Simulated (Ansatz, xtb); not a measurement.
## Relative energy of two structures of H4OSiTe

Structure I is `O[SiH2][TeH]`, a singlet and structure II is a singlet given by its coordinates. Both are isolated molecules in the gas phase, relaxed with PBE0-D3(BJ)/def2-SVP; the shapes shown needn't be the lowest conformers.

I (Å):

```xyz
7

O     1.3188    0.3547   -1.8456
Si    1.3210   -0.6897   -0.5532
Te   -0.5117   -2.3920   -0.6723
H     0.4642    0.7275   -2.0857
H     1.0640   -0.0116    0.7533
H     2.6591   -1.3324   -0.5653
H     0.1436   -3.0631   -2.0482
```

II (Å):

```xyz
7

O     1.2004   -1.3191   -0.0807
Si    0.6339    0.0046   -0.9345
Te    0.9673   -3.1805   -0.7726
H     1.3299    0.1306   -2.2534
H     0.9273    1.2008   -0.0947
H    -0.8374   -0.0943   -1.1838
H     2.2858   -3.1138   -1.7998
```

Close contacts (Å): O1–Si2 1.67, O1–Te3 2.00, Si2–Te3 3.21, Si2–H4 1.50, Si2–H5 1.49, Si2–H6 1.50, Te3–H7 1.67.

Problem. Which of the two would you expect CCSD(T)/def2-TZVP electronic energies to favour?

Solution. Structure I; the calculation gives E(II) − E(I) = +1.314 eV.

Level by level:

```tsv
level	geometry	E(II) − E(I) (eV)	departure from the last row (eV)	job, with rough time for the two
GFN2-xTB	GFN2-xTB	+0.305	−1.009	optimisation, 1.7 s
HF/STO-3G	GFN2-xTB	+1.516	+0.202	single point, 3.1 s
r2SCAN-D4/def2-SVP	GFN2-xTB	+1.592	+0.278	single point, 10 s
PBE0-D3(BJ)/def2-SVP	PBE0-D3(BJ)/def2-SVP	+1.576	+0.262	optimisation, 2.4 min
HF/def2-TZVP	PBE0-D3(BJ)/def2-SVP	+1.364	+0.050	part of the CCSD(T) run
MP2/def2-TZVP	PBE0-D3(BJ)/def2-SVP	+1.416	+0.102	part of the CCSD(T) run
CCSD(T)/def2-TZVP	PBE0-D3(BJ)/def2-SVP	+1.314		single point, 4.6 min
```

None of the levels shown reverses the order. The largest departure from CCSD(T)/def2-TZVP is that of GFN2-xTB, 1.009 eV.

With harmonic frequencies from PBE0-D3(BJ)/def2-SVP (ideal gas, rigid rotor, one conformer each, 200 K, 1 atm): the zero-point term adds −0.079 eV; ΔH is +1.239 and ΔG +1.230 eV.

The correlated steps freeze 10 core orbitals; the filled d shell of Te is correlated, in a basis made for valence electrons. Atoms past krypton carry core potentials in the def2 sets, other sets are all-electron and non-relativistic, and no spin–orbit term is included. Programs: Ansatz 0.2.0, xtb 6.7.1; the last row on 1 thread of AMD EPYC (Zen 3) on a shared host.
